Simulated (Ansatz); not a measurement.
Consider the ligand exchange at the Si–Te bond: `[TeH][SiH]1CO1` + H–F → `F[SiH]1CO1` + H₂Te.

Computed with Ansatz on PBE0-D4/def2-TZVP structures; ΔE is electronic, products minus reactants. CBS: MP2 limit from def2 TZ/QZ plus the TZ coupled-cluster correction, frozen cores. This one scheme is used for every species. DFT in def2-TZVPP. B3LYP here is the variant with VWN-RPA as its local correlation; programs differ in this. Elements past krypton have def2 core potentials. For Te outer-core shells are correlated without core-valence functions, which leaves a few kJ/mol of doubt a bond.

| level | ΔE (kcal/mol) | difference from CCSD(T)/CBS |
| --- | --- | --- |
| PBE-D4 | -14.8 | 2.2 |
| r2SCAN-D4 | -18.7 | -1.7 |
| PBE0-D4 | -15.5 | 1.5 |
| B3LYP-D4 | -19.2 | -2.2 |
| ωB97X-V | -20.0 | -3.0 |
| ωB97M-V | -20.0 | -3.0 |
| B2PLYP | -20.3 | -3.3 |
| PBE | -16.2 | 0.8 |
| r2SCAN | -19.0 | -2.0 |
| PBE0 | -16.7 | 0.3 |
| B3LYP | -21.4 | -4.4 |
| HF/def2-TZVPP | -25.2 | -8.2 |
| MP2/def2-TZVPP | -16.9 | 0.1 |
| SCS-MP2/def2-TZVPP | -19.3 | -2.3 |
| CCSD/def2-TZVPP | -20.3 | -3.3 |
| CCSD(T)/def2-TZVPP | -19.0 | -2.0 |
| HF/def2-QZVPP | -25.6 | -8.6 |
| MP2/def2-QZVPP | -15.8 | 1.2 |
| SCS-MP2/def2-QZVPP | -18.4 | -1.4 |
| HF/CBS(def2) | -25.6 | -8.6 |
| MP2/CBS(def2) | -14.9 | 2.1 |
| CCSD/CBS(def2) | -18.2 | -1.2 |
| CCSD(T)/CBS | -17.0 | 0 |

Largest T1 diagnostic among the species: 0.013.

The D4 term adds +2.3 kcal/mol with B3LYP and +1.3 kcal/mol with PBE0; it sums over pairs of atoms, weighted by their polarisabilities, and B3LYP, whose exchange is more repulsive, gets the larger term. In def2-TZVPP, CCSD(T) changes the Hartree–Fock value by +6.3 kcal/mol (the triples alone add +1.3 kcal/mol) and MP2 by +8.4 kcal/mol.
